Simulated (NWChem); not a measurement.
Correlation energy of ethylenediamine (C$_{2}$H$_{8}$N$_{2}$)

```xyz
12

N      0.2764    -1.8395    -0.0518
C     -0.4691    -0.5979    -0.0332
C      0.4691     0.5979    -0.0332
N     -0.2764     1.8395    -0.0518
H     -0.3503    -2.6335    -0.1566
H      0.7620    -1.9764     0.8332
H     -1.1723    -0.4938     0.8251
H     -1.0922    -0.5371    -0.9401
H      1.0922     0.5371    -0.9401
H      1.1723     0.4938     0.8251
H      0.3503     2.6335    -0.1566
H     -0.7620     1.9764     0.8332
```
Charge 0, spin multiplicity 1.

The numbers come from NWChem runs, not from measurements. The geometry was optimised at PBE0/def2-SVP, a minimum by its harmonic frequencies. It is one conformer; others weren't searched.

Basis set: cc-pVDZ. Each correlation energy counts from its own Hartree-Fock reference.

```json
[
 {"method": "CR-CCSD(T)", "correlation energy (mHa)": "-698.2"},
 {"method": "MP2", "correlation energy (mHa)": "-634.9"},
 {"method": "RI-MP2", "correlation energy (mHa)": "-634.7"},
 {"method": "SCS-MP2", "correlation energy (mHa)": "-630.8"},
 {"method": "CCSD", "correlation energy (mHa)": "-684.7"},
 {"method": "CR-CCSD[T]", "correlation energy (mHa)": "-698.5"}
]
```

The values span 67.8 mHa, from CR-CCSD[T] (lowest) to SCS-MP2 (highest). 

The correlated methods keep 4 core orbitals frozen. Coupled-cluster values serve here as a point of comparison, not as the truth.
